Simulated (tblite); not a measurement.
C5H3O2 (doublet state).
Geometry (GFN2-xTB, Å), atoms numbered from 1 in this order:
```xyz
10
C5H3O2 angstrom
O     -2.383    1.104   -0.176
C     -1.834    0.045   -0.362
C     -0.427   -0.177   -0.139
C      0.570    0.679    0.304
C      1.767   -0.062    0.338
C      1.388   -1.303   -0.087
O      0.120   -1.409   -0.374
H     -2.376   -0.847   -0.721
H      0.440    1.710    0.567
H      2.743    0.263    0.627
```

Structure optimised with GFN2-xTB, isolated species. This method treats the open shell by occupation alone, without spin polarisation.

Masses are those of the commonest isotopes; rigid-rotor values at the optimised geometry. The values belong to one conformer with, in the numbering `[O:1]=[CH:2][c:3]1[cH:4][cH:5][c:6][o:7]1`, O1–C2–C3–C4 0°.

(1) What are A, B and C (MHz)?

(2) Classify the top.

(3) What does the inertial defect say?

(4) Estimate the classical rotational partition function at 25 K, 100 K and 298.15 K.

## Answers

(1) Ia = 60.31, Ib = 235.02, Ic = 295.33 u·Å²; 505379 MHz·u·Å²/I gives A = 8379, B = 2150, C = 1711 MHz.

(2) An asymmetric top. Ray's parameter κ = (2B − A − C)/(A − C) = -0.868; −1 is the prolate and +1 the oblate limit.

(3) Planar: Δ = Ic − Ia − Ib = 0.00 u·Å². For a rigid frame Δ = −2 Σ m c², so it vanishes when all atoms lie in the ab plane; here none is more than 0.01 Å from it.

(4) Point group Cs, symmetry number σ = 1; q = (√π/σ)·√((kT/h)³/(ABC)), k/h = 20836.6 MHz/K: 3790 at 25 K, 30400 at 100 K, 156000 at 298.15 K.

For this open shell read J as N, the rotation without spin; fine and hyperfine splittings come on top. Its GFN2-xTB frequencies are all real (lowest 153 cm⁻¹). These are rigid-rotor constants of the computed structure; measured ground-state constants (B0) also hold zero-point vibration.
